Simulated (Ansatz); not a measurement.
`[NH2][Al]([Cl])[Br]` + HCl → `[Cl][Al]([Cl])[Br]` + NH₃ at 700 K and 1 bar (ligand exchange at the Al–N bond).

Computed with Ansatz on PBE0-D4/def2-TZVP structures; ΔE is electronic, products minus reactants. CCSD(T)/CBS is the MP2 limit (def2-TZVPP, def2-QZVPP) plus CCSD(T) − MP2 in def2-TZVPP, frozen cores. This one scheme is used for every species. For Br outer-core shells are correlated without core-valence functions, which leaves a few kJ/mol of doubt a bond. Scalar relativity is left out up to krypton. One conformer a species, not always the lowest.

| species | CCSD(T)/CBS energy (Eh) | H − E (kJ/mol) | S (J/(mol·K)) |
| --- | --- | --- | --- |
| `[NH2][Al]([Cl])[Br]` | -3331.20678 | 133.7 | 423.8 |
| HCl | -460.38127 | 38.4 | 211.8 |
| `[Cl][Al]([Cl])[Br]` | -3735.10209 | 60.0 | 400.6 |
| NH₃ | -56.50880 | 116.9 | 226.5 |

H − E and S are ideal-gas, rigid-rotor, harmonic terms from PBE0-D4/def2-TZVP, for one conformer and one mirror image of each species. 1 Eh = 2625.50 kJ/mol, R = 8.31446 J/(mol·K).

Q: By hand: ΔE, ΔH, ΔS and ΔG.

A: ΔE = (-3735.10209) + (-56.50880) − (-3331.20678) − (-460.38127) = -0.02284 Eh = -60.0 kJ/mol. Δ(H − E) = 60.0 + 116.9 − 133.7 − 38.4 = 4.8, so ΔH = -55.2 kJ/mol. ΔS = 400.6 + 226.5 − 423.8 − 211.8 = -8.5 J/(mol·K). ΔG = -55.2 − 700 × (-8.5)/1000 = -49.2 kJ/mol.

Q: By hand: the equilibrium constant, and the temperature at which ΔG would vanish if ΔH and ΔS stayed fixed.

A: log₁₀ K = −ΔG/(RT ln 10) = 3.7. ΔG = 0 at ΔH/ΔS = 6494 K, far beyond where these terms or the molecules hold.

The number of gas molecules stays the same, so ΔS is small and ΔH decides. A doubt of 5 kJ/mol in ΔE shifts log₁₀ K by 0.4 here. Other conformers and mirror images would add mixing entropy, several J/(mol·K) or more a flexible species. These are equilibria of isolated gas molecules and say nothing of rates. Largest T1 diagnostic: 0.008 (customary marks: 0.02 for closed shells, 0.045 for open ones).
